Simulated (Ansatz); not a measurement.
The inner images of a band of C$_{3}$H$_{6}$OSi (11 atoms, charge 0, multiplicity 1) are given out of order.

The calculation used RKS BHLYP-D4/STO-3G in Ansatz 0.2.0.

First end point:

```xyz
11
Properties=species:S:1:pos:R:3
O 0.113 2.277 -0.596
C 0.048 0.938 -0.233
C -0.083 0.338 0.961
C -0.082 -1.166 0.645
Si 0.108 -0.665 -1.156
H 0.036 2.778 0.277
H -0.172 0.786 1.950
H -1.009 -1.675 0.918
H 0.750 -1.711 1.094
H -0.988 -0.955 -2.036
H 1.344 -1.002 -1.802
```

Last end point:

```xyz
11
Properties=species:S:1:pos:R:3
O 0.068 2.367 -0.137
C 0.028 0.975 -0.016
C -0.101 0.285 1.129
C -0.089 -1.192 0.706
Si 0.100 -0.565 -1.052
H 0.172 2.535 -1.124
H -0.196 0.655 2.148
H -1.012 -1.727 0.939
H 0.747 -1.763 1.115
H -0.989 -0.790 -1.959
H 1.337 -0.838 -1.726
```

Task: Put them in order from the first end to the last, with their energies above the first end.
A.
```xyz
11
Properties=species:S:1:pos:R:3
O -0.289 2.336 -0.367
C -0.117 0.958 -0.125
C -0.275 0.274 1.018
C -0.066 -1.199 0.632
Si 0.178 -0.584 -1.128
H 0.620 2.732 -0.181
H -0.494 0.646 2.020
H -0.941 -1.825 0.818
H 0.794 -1.660 1.121
H -0.824 -0.964 -2.081
H 1.478 -0.771 -1.706
```
B.
```xyz
11
Properties=species:S:1:pos:R:3
O -0.180 2.302 -0.535
C -0.098 0.947 -0.183
C -0.229 0.309 0.992
C -0.072 -1.182 0.646
Si 0.141 -0.627 -1.137
H 0.506 2.761 0.043
H -0.388 0.712 1.993
H -0.954 -1.783 0.874
H 0.792 -1.652 1.121
H -0.883 -1.007 -2.065
H 1.430 -0.835 -1.730
```
C.
```xyz
11
Properties=species:S:1:pos:R:3
O -0.270 2.357 -0.168
C -0.090 0.969 -0.050
C -0.308 0.237 1.051
C -0.085 -1.220 0.618
Si 0.218 -0.539 -1.106
H 0.626 2.701 -0.478
H -0.581 0.578 2.049
H -0.961 -1.857 0.752
H 0.762 -1.693 1.118
H -0.769 -0.873 -2.093
H 1.524 -0.719 -1.673
```
D.
```xyz
11
Properties=species:S:1:pos:R:3
O -0.139 2.369 -0.035
C -0.042 0.975 0.017
C -0.325 0.212 1.085
C -0.123 -1.234 0.610
Si 0.257 -0.504 -1.076
H 0.514 2.646 -0.750
H -0.630 0.525 2.082
H -1.015 -1.859 0.690
H 0.698 -1.745 1.117
H -0.705 -0.757 -2.110
H 1.576 -0.685 -1.611
```
E.
```xyz
11
Properties=species:S:1:pos:R:3
O -0.001 2.274 -0.613
C -0.041 0.940 -0.222
C -0.170 0.333 0.970
C -0.086 -1.170 0.651
Si 0.109 -0.657 -1.146
H 0.305 2.779 0.203
H -0.280 0.763 1.966
H -0.981 -1.737 0.913
H 0.775 -1.662 1.109
H -0.945 -1.009 -2.051
H 1.380 -0.911 -1.761
```

Result: E (+6.4 kJ/mol), B (+20.5 kJ/mol), A (+27.2 kJ/mol), C (+21.0 kJ/mol), D (+12.3 kJ/mol).

Run time: 52 s on 1 thread of Arm Neoverse V2, with other jobs on the host, peak memory 0.1 GiB.
